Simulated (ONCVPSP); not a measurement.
**Which change was made? (Pr, ONCV)**

praseodymium (Pr), optimised norm-conserving Vanderbilt (ONCV), made with ONCVPSP 4.0.1 (LDA (Perdew-Zunger), scalar-relativistic). Core [Kr] 4d10, reference 4f3 5s2 5p6 6s1 (charge +1). Waves: 5s+6s: rc 2.45 bohr, ncon 4, nbas 8, qcut 4.8 1/bohr, 2 projectors; 5p: rc 1.80 bohr, ncon 4, nbas 8, qcut 4.4 1/bohr, 3 projectors, debl 1.3 Ha; d scattering state at 0.42 Ha: rc 1.90 bohr, ncon 3, nbas 8, qcut 4.6 1/bohr, 1 projector; 4f: rc 1.85 bohr, ncon 5, nbas 10, qcut 7.7 1/bohr, 1 projector. Local part: polynomial inside 1.65 bohr (lpopt 5, dvloc0 0 Ha). Core correction: Teter function, fcfact 4.5, rcfact 1.5.

In the d channel the program set the typed energies aside and used 0.050 Ha.

Cutoffs, loose and tight: the cutoffs (Ha) at which the residual kinetic energy of the hardest occupied pseudo-wave falls to 1 and 0.1 mHa per electron. They do not see the model core or the augmentation charge, which bear on the density cutoff. Test errors are all-electron minus pseudo excitation energies from the reference, over the configurations 4f3 5s2 5p6 6s2; 4f3 5s2 5p6 6s0; 4f2 5s2 5p6 6s0; 4f2 5s2 5p6 5d1 6s2; variants that change the core or the reference have their own tests.

The base gives: outcome: generated, projector energies reset by the program; cutoff, loose: 79 Ha; cutoff, tight: 122 Ha; bound ghosts: none; GHOST(+) flags above zero: s, p; largest test error (meV): tests left out (the all-electron energies of this program are off by 10 to 40 meV for near-neutral 4f atoms).

Question: After one change the result is: outcome: generated, projector energies reset by the program; cutoff, loose: 26 Ha; cutoff, tight: 31 Ha; bound ghosts: none; GHOST(+) flags above zero: none; largest test error (meV): tests left out (the all-electron energies of this program are off by 10 to 40 meV for near-neutral 4f atoms). Which change was it?
A. all radii but the core radius scaled by about 0.92 (s 2.24, p 1.64, d 1.74, f 1.70 bohr); local potential polynomial inside 1.52 bohr (lpopt 5, dvloc0 0 Ha)
B. all radii but the core radius scaled by about 1.20 (s 2.94, p 2.16, d 2.28, f 2.22 bohr); local potential polynomial inside 1.98 bohr (lpopt 5, dvloc0 0 Ha)
C. all radii but the core radius scaled by about 0.78 (s 1.92, p 1.40, d 1.48, f 1.44 bohr); local potential polynomial inside 1.28 bohr (lpopt 5, dvloc0 0 Ha)
D. all radii but the core radius scaled by about 1.03 (s 2.52, p 1.86, d 1.96, f 1.90 bohr); local potential polynomial inside 1.70 bohr (lpopt 5, dvloc0 0 Ha)

Answer: B. The others give: all radii but the core radius scaled by about 0.78 (s 1.92, p 1.40, d 1.48, f 1.44 bohr); local potential polynomial inside 1.28 bohr (lpopt 5, dvloc0 0 Ha) → outcome: generated; cutoff, loose: 204 Ha; cutoff, tight: 223 Ha; bound ghosts: s, p; GHOST(+) flags above zero: p; largest test error (meV): tests left out (the all-electron energies of this program are off by 10 to 40 meV for near-neutral 4f atoms) | all radii but the core radius scaled by about 0.92 (s 2.24, p 1.64, d 1.74, f 1.70 bohr); local potential polynomial inside 1.52 bohr (lpopt 5, dvloc0 0 Ha) → outcome: generated, projector energies reset by the program; cutoff, loose: 136 Ha; cutoff, tight: 152 Ha; bound ghosts: p; GHOST(+) flags above zero: s, p; largest test error (meV): tests left out (the all-electron energies of this program are off by 10 to 40 meV for near-neutral 4f atoms) | all radii but the core radius scaled by about 1.03 (s 2.52, p 1.86, d 1.96, f 1.90 bohr); local potential polynomial inside 1.70 bohr (lpopt 5, dvloc0 0 Ha) → outcome: generated, projector energies reset by the program; cutoff, loose: 56 Ha; cutoff, tight: 114 Ha; bound ghosts: none; GHOST(+) flags above zero: s, p; largest test error (meV): tests left out (the all-electron energies of this program are off by 10 to 40 meV for near-neutral 4f atoms).
